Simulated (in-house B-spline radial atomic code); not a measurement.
## KLI/ALDAx excitations of S VII (S6+)

Method: KLI/ALDAx. Computed with an all-electron radial atomic-structure program (B-spline basis): linear response of the closed shell [He] 2s2 2p6 with the adiabatic LDA exchange kernel on the exchange-only KLI potential; non-relativistic, point nucleus, no spin-orbit coupling, no double excitations, S, P, D and F terms only. Only terms of natural parity with L up to 3 were computed.

Command:
```bash
python run_td.py task.json out
```
Settings (radii: box in bohr, nucleus in fm):
```
Z                        16
electrons                10
configuration            [He] 2s2 2p6
hamiltonian              nr
method                   kli
box_radius               14.35
intervals                69
```

Time taken, with all properties: 0.1 s on 1 thread of Intel(R) Xeon(R) Platinum 8488C (Sapphire Rapids), with other jobs on the host.

The lowest states, in the order of their Tamm-Dancoff energies; the method's threshold (minus the highest occupied level) is 282.77 eV. Labels give the largest channel, * marks a mixed state, and oscillator strengths are full-response dipole values. Semilocal kernels can invert the small singlet-triplet splittings of Rydberg terms. Energies in eV:

```tsv
state	full response	Tamm-Dancoff	oscillator strength
2p → 3s 3P	170.55	170.56	-
2p → 3s 1P	172.04	172.07	0.214
2p → 3p 3S	182.35	182.40	-
2p → 3p 3D	184.00	184.01	-
2p → 3p 1D	185.18	185.19	-
2p → 3p 1S	192.58	193.17	-
2p → 3d 3P	200.79	200.81	-
2p → 3d 3F	?	?	-
2p → 3d 1F	202.31	202.31	-
2p → 3d 1P	205.70	205.87	1.63
2s → 3s 3S	224.32	224.33	-
2s → 3s 1S	226.87	226.95	-
2p → 4s 3P	226.98	226.99	-
2p → 4s 1P	227.43	227.44	0.0329
2p → 4p 3S	?	?	-
2p → 4p 3D	231.99	232.00	-
2p → 4p 1D	232.38	232.38	-
2p → 4p 1S	235.72	236.07	-
```

**Question.** Where does 2p → 4p 3S lie?

**Answer.** At 231.58 eV in full response, 231.59 eV in Tamm-Dancoff.

**Question.** Where does 2p → 3d 3F lie?

**Answer.** At 201.36 eV in full response, 201.38 eV in Tamm-Dancoff.

**Question.** How large is the singlet-triplet splitting of 2p → 3s (P terms) in Tamm-Dancoff?

**Answer.** 1.51 eV, from the unrounded values.

**Question.** What polarisabilities and dispersion coefficient does the method give?

**Answer.** Dipole 0.07265 bohr³, quadrupole 0.03015 bohr⁵, C6 0.03674 hartree·bohr⁶ for two such species.
